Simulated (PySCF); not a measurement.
**NMR data sheet: Phenyl Isocyanate**

* Formula: C7H5NO
* SMILES: O=C=Nc1ccccc1
* Point group of the computed structure: Cs
* Degrees of unsaturation: 6
* Carbon signals: 5
* Proton signals: 3

Atoms are numbered as in `[O:1]=[C:2]=[N:3][c:4]1[cH:5][cH:6][cH:7][cH:8][cH:9]1`. Each H is labelled by its parent atom.

Computational details: NMR shieldings at PBE0/pcSseg-1/GIAO, structure optimised with GFN2-xTB, in PySCF (averaged over atoms made equivalent by symmetry, fast rotation or ring inversion, non-relativistic, no solvent model, single conformer).

Referencing at the same level of theory: $^{1}$H, $^{13}$C against TMS; $^{15}$N against NH3; $^{17}$O vs H2O.

| carbon | δC, type | δH (multiplicity) | HMBC from (2–3 bonds) | span of the C tensor (ppm) |
| --- | --- | --- | --- | --- |
| C2 | 127.1, C | – | – | 302 |
| C4 | 138.4, C | – | H(C6)/H(C8), H(C5)/H(C9) | 199 |
| C5/C9 | 131.5, CH | 7.39 (d) | H(C6)/H(C8), H(C7), H(C5)/H(C9) | 205 |
| C6/C8 | 135.4, CH | 7.63 (m) | H(C6)/H(C8), H(C7), H(C5)/H(C9) | 236 |
| C7 | 130.2, CH | 7.42 (t) | H(C6)/H(C8), H(C5)/H(C9) | 231 |

Other nuclei:
```tsv
atoms	nucleus	environment	δ (ppm)	σ (ppm)
N3	$^{15}$N	heterocumulene nitrogen	65.9	201.8
O1	$^{17}$O	carbonyl oxygen	164.2	171.8
```

1. Carbon types of the structure: 2 × C, 5 × CH, which accounts for all hydrogens.
2. δC 138.4: aromatic carbon bearing nitrogen; σ withdrawal by the attached heteroatom moves it downfield of the ring CH carbons.
3. δC 135.4, 131.5, 130.2: aromatic CH; the aromatic region.
4. δC 127.1: central carbon of a heterocumulene.
5. δH 7.63, 7.42, 7.39: hydrogen on an aromatic CH; ring-current deshielding.

Shifts are as computed. Against solution values, carbons near 30 ppm lie about +3 ppm off and those near 130 ppm about +5 ppm. Of 1211 compounds with measured shifts, 218 miss one by over three times the rms of a fit or turn the order of signals round; such compounds aren't used in these exercises. Experimental scales use liquid or dissolved standards, which lie at an offset from isolated NH3 (liquid NH3: subtract about 20 ppm) and H2O (liquid H2O: subtract about 36 ppm). Multiplicities follow the n + 1 count of equivalent neighbours, as no J values were calculated; m marks all less simple cases, F and P coupling included.
